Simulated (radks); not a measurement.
Results of a calculation; reference values are marked as such.
Co II, configuration [Ar] 3d8.

Code: a radial shooting solver on a logarithmic mesh with Libxc functionals. Model: scalar-relativistic Kohn-Sham, LDA (Slater exchange, Perdew-Wang correlation), spin-polarised, spherical densities, finite nucleus; open shells are filled with parallel spins first; Fermi nuclear charge, rms radius 3.7875 fm.

Energy parts (eV):
| part | energy |
|---|---|
| total | -37839.006 |
| kinetic | 38309.758 |
| electron-nucleus | -90624.433 |
| Hartree | 16026.634 |
| exchange-correlation | -1550.965 |

Orbitals (lengths in bohr, moments of r in powers of bohr; <r^-3> diverges for s and p1/2; r(90%) holds 90 % of the orbital's charge):
| orbital | occ. | eigenvalue (eV) | <r^4> | <r^2> | <r^-3> | r(90%) |
|---|---|---|---|---|---|---|
| 1s up | 1 | -7579.914 | 0.00004665 | 0.004260 | - | 0.101 |
| 1s down | 1 | -7579.905 | 0.00004664 | 0.004260 | - | 0.101 |
| 2s up | 1 | -899.9591 | 0.01045 | 0.07742 | - | 0.397 |
| 2s down | 1 | -898.9467 | 0.01042 | 0.07732 | - | 0.397 |
| 2p up | 3 | -772.2942 | 0.007892 | 0.06235 | 548.2 | 0.369 |
| 2p down | 3 | -771.5141 | 0.007862 | 0.06224 | 549.0 | 0.369 |
| 3s up | 1 | -106.0509 | 0.8084 | 0.7019 | - | 1.17 |
| 3s down | 1 | -104.0434 | 0.8167 | 0.7047 | - | 1.17 |
| 3p up | 3 | -69.8324 | 1.155 | 0.8032 | 68.65 | 1.28 |
| 3p down | 3 | -67.8776 | 1.177 | 0.8091 | 68.16 | 1.28 |
| 3d up | 5 | -13.3108 | 8.604 | 1.704 | 5.543 | 2.00 |
| 3d down | 3 | -11.6218 | 11.00 | 1.880 | 5.319 | 2.11 |

The highest occupied level is 3d down at -11.622 eV. The density falls to 0.001 e/bohr^3 at r = 3.43 bohr.
